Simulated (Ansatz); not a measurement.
Reaction (ligand exchange at a B–N bond): `BN([SiH3])CC` + `O[SiH2]F` → `BO[SiH2]F` + `CCN[SiH3]`

Computed with Ansatz on PBE0-D4/def2-TZVP structures; ΔE is electronic, products minus reactants. CCSD(T)/CBS is the MP2 limit (def2-TZVPP, def2-QZVPP) plus CCSD(T) − MP2 in def2-TZVPP, frozen cores. DFT in def2-TZVPP. One conformer a species, not always the lowest.

CCSD(T)/CBS gives +14.7 kJ/mol.

(1) Another level gave +12.8 kJ/mol. Which?
A. revPBE-D4/def2-TZVPP
B. LDA (SPW92)/def2-TZVPP
C. BHLYP/def2-TZVPP
D. r2SCANh-D4/def2-TZVPP

Largest T1 diagnostic among the species: 0.013.

Answers

(1) D. r2SCANh-D4 12.8, LDA (SPW92) 24.6, BHLYP 0.7, revPBE-D4 20.1 kJ/mol.

The D4 term adds +6.6 kJ/mol with B3LYP and +3.6 kJ/mol with PBE0; it sums over pairs of atoms, weighted by their polarisabilities, and B3LYP, whose exchange is more repulsive, gets the larger term. At CCSD(T), def2-SVP lies −5.6 kJ/mol from the extrapolated value and def2-TZVPP +0.7 kJ/mol. Leaving LDA and LC-ωPBE aside and taking each functional with its dispersion term where it has one, the values, not all of them listed here, spread over 14.1 kJ/mol, from BHLYP-D4 to revPBE-D4. LDA lies +9.9 kJ/mol from PBE without D4.

B3LYP here is the variant with VWN-RPA as its local correlation; programs differ in this.
